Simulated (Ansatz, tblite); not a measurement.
Forces on Ga(PH3)F3 (GaPH3F3) at its PBE0-D4/def2-SVP geometry. Charge 0, multiplicity 1.

The xTB rows come from tblite.

GFN1-xTB (tblite), largest force 0.88 eV/Å:

```xyz
8
positions Å, forces eV/Å
F    -0.661   -2.313   -0.006   -0.229    0.766   -0.235
F    -0.974   -0.287   -2.183   -0.078   -0.203    0.805
F    -2.358    0.110    0.439    0.580   -0.391   -0.449
Ga   -1.093   -0.682   -0.480    0.183    0.113    0.079
P     0.888    0.553    0.388   -0.300   -0.187   -0.132
H     2.160    0.141   -0.070   -0.585    0.481    0.455
H     1.091    0.538    1.787    0.165    0.201   -0.844
H     0.947    1.941    0.125    0.264   -0.780    0.320
```

GFN2-xTB (tblite), largest force 0.85 eV/Å:

```
F -0.050 0.073 -0.037
F -0.032 -0.038 0.082
F 0.041 -0.058 -0.061
Ga -0.040 -0.027 -0.020
P 0.675 0.421 0.296
H -0.547 0.212 0.226
H -0.056 0.029 -0.624
H 0.009 -0.612 0.137
```

PBE-D4/def2-TZVP (Ansatz), largest force 0.62 eV/Å:

```
F 0.153 -0.577 0.170
F 0.043 0.140 -0.601
F -0.450 0.283 0.326
Ga 0.188 0.114 0.078
P -0.102 -0.065 -0.047
H 0.071 0.020 0.009
H 0.051 0.027 0.050
H 0.046 0.058 0.016
```
